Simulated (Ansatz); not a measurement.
A ladder of methods for SnH3Cl (SMILES [Cl][SnH3])

SnH3Cl: 5 atoms, total charge 0, spin state singlet. SMILES: `[Cl][SnH3]`. The shape is that of a PBE0-D4/def2-TZVP optimisation.

```csv
atom,x (Å),y (Å),z (Å)
Cl,-1.8394,0.3324,1.0299
Sn,0.1689,-0.0445,-0.0975
H,-0.1205,0.3629,-1.7224
H,0.5227,-1.6942,0.1111
H,1.3182,0.9699,0.6374
```

Quantity: the energy change with the Sn2–H4 bond stretched from 1.700 to 3.400 Å, in eV. The values are calculated.

```csv
level,kind,program,value (eV),less FCI/STO-3G,CPU time (all runs)
HF/STO-3G (restricted),Hartree–Fock,Ansatz,7.89,+3.58,1.3 s
SVWN5/STO-3G (restricted),LDA,Ansatz,5.66,+1.35,3.4 s
PBE/STO-3G (restricted),GGA,Ansatz,5.44,+1.13,4.7 s
r2SCAN/STO-3G (restricted),meta-GGA,Ansatz,5.83,+1.52,12 s
B3LYP/STO-3G (restricted),global hybrid,Ansatz,5.92,+1.61,5.1 s
HSE06/STO-3G (restricted),range-separated hybrid,Ansatz,6.11,+1.80,5.8 s
wB97M-V/STO-3G (restricted),range-separated hybrid,Ansatz,6.60,+2.29,55 s
RPA@PBE/STO-3G (restricted),RPA,Ansatz,5.16,+0.85,7 s
CCSDTQ/STO-3G (restricted),coupled cluster or CI,Ansatz,4.31,0.00,40 s
FCI/STO-3G,exact in the basis,Ansatz,4.31,0.00,24 s
```

FCI/STO-3G is exact within its basis and frozen core, so for wave-function methods in that basis the difference is their error; functionals converge differently with the basis, so for them it is only a difference. A spin-restricted reference rises too steeply as a bond breaks; here HF/STO-3G, SVWN5/STO-3G, PBE/STO-3G, r2SCAN/STO-3G, B3LYP/STO-3G, HSE06/STO-3G, wB97M-V/STO-3G, RPA@PBE/STO-3G lie well above the multireference or unrestricted value. All-electron rows without a relativistic Hamiltonian named are non-relativistic. The first shape isn't each level's own minimum. The values span 4.31 to 7.89 eV. All rows use very small basis sets, so none should be taken for the real molecule's value. In the correlated wave-function rows the outer d shell of Sn is correlated, in sets not made for it. In so small a basis fixed costs decide the times, and correlated methods can beat functionals. CPU times are rough (shared hosts, several kinds of processor and program).
